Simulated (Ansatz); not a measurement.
Computed with PBE-D3(BJ)/def2-SVP run with Ansatz (a first-principles code). No frequencies were computed at this level.

Ansatz 0.2 input:
```yaml
crystal:
  periodic: [false, false, false]
  atoms:
    - { symbol: W, position_ang: [-0.054735, -0.066642, 0.022966] }
    - { symbol: O, position_ang: [-0.831138, -1.816222, 0.07563] }
    - { symbol: H, position_ang: [-1.064548, -2.560529, -0.497446] }
    - { symbol: O, position_ang: [0.720874, 1.682901, -0.030313] }
    - { symbol: H, position_ang: [0.952947, 2.430816, 0.538388] }
    - { symbol: N, position_ang: [1.788693, -0.875922, 0.315805] }
    - { symbol: H, position_ang: [2.010325, -1.855276, 0.506328] }
    - { symbol: H, position_ang: [2.687175, -0.389011, 0.303576] }
    - { symbol: N, position_ang: [-0.313017, 0.081946, 2.052344] }
    - { symbol: H, position_ang: [-1.194361, 0.286221, 2.526144] }
    - { symbol: H, position_ang: [0.273137, -0.362683, 2.760922] }
    - { symbol: N, position_ang: [0.202607, -0.21698, -2.006739] }
    - { symbol: H, position_ang: [-0.385836, 0.224834, -2.715176] }
    - { symbol: H, position_ang: [1.084595, -0.417173, -2.480982] }
    - { symbol: N, position_ang: [-1.89854, 0.741551, -0.271124] }
    - { symbol: H, position_ang: [-2.79639, 0.253624, -0.255782] }
    - { symbol: H, position_ang: [-2.12146, 1.719589, -0.467637] }
basis:
  gaussian: { orbitals: def2-svp }
hamiltonian:
  xc: pbe
  dispersion: d3bj
relax:
  max_steps: 150
```

Output:

```
Functional definition: PBE
1861 factors; their error is unknown
mean field evaluation 1: about -11986.4588 eV, gradient 1.4e2 eV
mean field evaluation 2: about -11744.1260 eV, gradient 3.2e2 eV
mean field evaluation 4: about -12025.2127 eV, gradient 3.7e1 eV
mean field evaluation 8: about -12028.3673 eV, gradient 8.0e-1 eV
mean field evaluation 16: about -12028.2879 eV, gradient 1.2e-2 eV
mean field -12028.28794334 eV, -442.0314288515 hartree, gradient 2.6e-5 eV, S^2 0.000000; 0 other end points of the search recorded, 0 dependent functions left out
reference -12028.28802597 eV, -442.0314318879 hartree; 34, 34 occupied and 132, 132 virtual orbitals, 1861 factors
relax step   1: F+E_penalty+E_count = -12028.72850019 eV  Δ(F+E_penalty+E_count) = +0.000e0 eV  max|allowed force component| = 6.810e-1 eV/Å  Δτ_max = 0.0000 Å  (37 SCF iters, accepted)
these checks for a lower state are left out or cut short: starts, cluster_reference, orbital_swaps, neighbouring_geometries, increment
1861 factors; their error is unknown
mean field evaluation 32: about -12028.4302 eV, gradient 2.7e-5 eV
mean field -12028.43015034 eV, -442.0366548622 hartree, gradient 2.7e-5 eV, S^2 0.000000; 0 other end points of the search recorded, 0 dependent functions left out
reference -12028.43023294 eV, -442.0366578978 hartree; 34, 34 occupied and 132, 132 virtual orbitals, 1861 factors
relax step   2: F+E_penalty+E_count = -12028.87687758 eV  Δ(F+E_penalty+E_count) = -1.484e-1 eV  max|allowed force component| = 7.931e-1 eV/Å  Δτ_max = 0.1630 Å  (37 SCF iters, accepted)
these checks for a lower state are left out or cut short: starts, cluster_reference, orbital_swaps, neighbouring_geometries, increment
1861 factors; their error is unknown
mean field -12028.57000004 eV, -442.0417942440 hartree, gradient 2.6e-5 eV, S^2 0.000000; 0 other end points of the search recorded, 0 dependent functions left out
reference -12028.57008218 eV, -442.0417972624 hartree; 34, 34 occupied and 132, 132 virtual orbitals, 1861 factors
relax step   3: F+E_penalty+E_count = -12029.02043215 eV  Δ(F+E_penalty+E_count) = -1.436e-1 eV  max|allowed force component| = 8.818e-1 eV/Å  Δτ_max = 0.2000 Å  (39 SCF iters, accepted)
these checks for a lower state are left out or cut short: starts, cluster_reference, orbital_swaps, neighbouring_geometries, increment
1861 factors; their error is unknown
mean field -12028.66438246 eV, -442.0452627339 hartree, gradient 2.5e-5 eV, S^2 0.000000; 0 other end points of the search recorded, 0 dependent functions left out
reference -12028.66446426 eV, -442.0452657399 hartree; 34, 34 occupied and 132, 132 virtual orbitals, 1861 factors
relax step   4: F+E_penalty+E_count = -12029.11629778 eV  Δ(F+E_penalty+E_count) = -9.587e-2 eV  max|allowed force component| = 2.585e-1 eV/Å  Δτ_max = 0.0858 Å  (40 SCF iters, accepted)
these checks for a lower state are left out or cut short: starts, cluster_reference, orbital_swaps, neighbouring_geometries, increment
1861 factors; their error is unknown
mean field -12028.67901603 eV, -442.0458005075 hartree, gradient 1.2e-5 eV, S^2 0.000000; 0 other end points of the search recorded, 0 dependent functions left out
reference -12028.67909741 eV, -442.0458034982 hartree; 34, 34 occupied and 132, 132 virtual orbitals, 1861 factors
relax step   5: F+E_penalty+E_count = -12029.13257317 eV  Δ(F+E_penalty+E_count) = -1.628e-2 eV  max|allowed force component| = 2.158e-1 eV/Å  Δτ_max = 0.1037 Å  (35 SCF iters, accepted)
these checks for a lower state are left out or cut short: starts, cluster_reference, orbital_swaps, neighbouring_geometries, increment
1861 factors; their error is unknown
mean field -12028.68321015 eV, -442.0459546388 hartree, gradient 2.5e-5 eV, S^2 0.000000; 0 other end points of the search recorded, 0 dependent functions left out
reference -12028.68329164 eV, -442.0459576333 hartree; 34, 34 occupied and 132, 132 virtual orbitals, 1861 factors
relax step   6: F+E_penalty+E_count = -12029.13631819 eV  Δ(F+E_penalty+E_count) = -3.745e-3 eV  max|allowed force component| = 1.394e-2 eV/Å  Δτ_max = 0.0241 Å  (33 SCF iters, accepted)
these checks for a lower state are left out or cut short: starts, cluster_reference, orbital_swaps, neighbouring_geometries, increment
1861 factors; their error is unknown
mean field evaluation 64: about -12028.7634 eV, gradient 7.3e-1 eV
mean field -12028.68325206 eV, -442.0459561789 hartree, gradient 2.5e-5 eV, S^2 0.000000; 0 other end points of the search recorded, 0 dependent functions left out
reference -12028.68333355 eV, -442.0459591734 hartree; 34, 34 occupied and 132, 132 virtual orbitals, 1861 factors
relax step   7: F+E_penalty+E_count = -12029.13633130 eV  Δ(F+E_penalty+E_count) = -1.311e-5 eV  max|allowed force component| = 6.536e-3 eV/Å  Δτ_max = 0.0039 Å  (36 SCF iters, accepted)
1861 factors; their error is unknown
mean field evaluation 96: about -12028.6833 eV, gradient 2.6e-5 eV
mean field -12028.68325206 eV, -442.0459561789 hartree, gradient 2.8e-5 eV, S^2 0.000000; 1 other end points of the search recorded, 0 dependent functions left out
reference -12028.68333355 eV, -442.0459591734 hartree; 34, 34 occupied and 132, 132 virtual orbitals, 1861 factors
Total energy: -12029.13641278 eV, -442.0626095282 hartree
Atom 0 at    -0.055038    -0.066236     0.022206 Å, force    -0.005112    -0.006362     0.006536 eV/Å
Atom 1 at    -0.853614    -1.853018     0.121843 Å, force    -0.000969    -0.000344    -0.001768 eV/Å
Atom 2 at    -0.901094    -2.279085    -0.755874 Å, force     0.000721    -0.000339    -0.000435 eV/Å
Atom 3 at     0.743732     1.720057    -0.076276 Å, force     0.003604     0.001684     0.000432 eV/Å
Atom 4 at     0.792482     2.146148     0.801325 Å, force    -0.001773     0.001183    -0.000286 eV/Å
Atom 5 at     1.765154    -0.863084     0.312320 Å, force     0.000877     0.001637    -0.000923 eV/Å
Atom 6 at     1.951719    -1.856226     0.490968 Å, force    -0.000246     0.000649     0.000482 eV/Å
Atom 7 at     2.646273    -0.337121     0.303589 Å, force    -0.000805    -0.001460    -0.000937 eV/Å
Atom 8 at    -0.296462     0.109668     2.020387 Å, force     0.004214     0.004519    -0.000712 eV/Å
Atom 9 at    -1.158705     0.421767     2.479564 Å, force    -0.000857     0.000365    -0.000269 eV/Å
Atom 10 at     0.363316    -0.243251     2.721730 Å, force    -0.000757    -0.002007     0.000382 eV/Å
Atom 11 at     0.184176    -0.246495    -1.975877 Å, force    -0.000011     0.002961    -0.000216 eV/Å
Atom 12 at    -0.476282     0.104738    -2.677423 Å, force    -0.000234    -0.000341    -0.000343 eV/Å
Atom 13 at     1.045181    -0.561599    -2.435343 Å, force     0.000359    -0.000673     0.000106 eV/Å
Atom 14 at    -1.874581     0.732230    -0.267570 Å, force     0.001061     0.000530    -0.005823 eV/Å
Atom 15 at    -2.756271     0.207263    -0.260221 Å, force    -0.000253     0.000169     0.001818 eV/Å
Atom 16 at    -2.059657     1.725290    -0.448444 Å, force     0.000182    -0.002172     0.001955 eV/Å
Dipole moment:     0.000413     0.000054    -0.000815 e Å
```

Cost: very roughly 70 core-seconds.
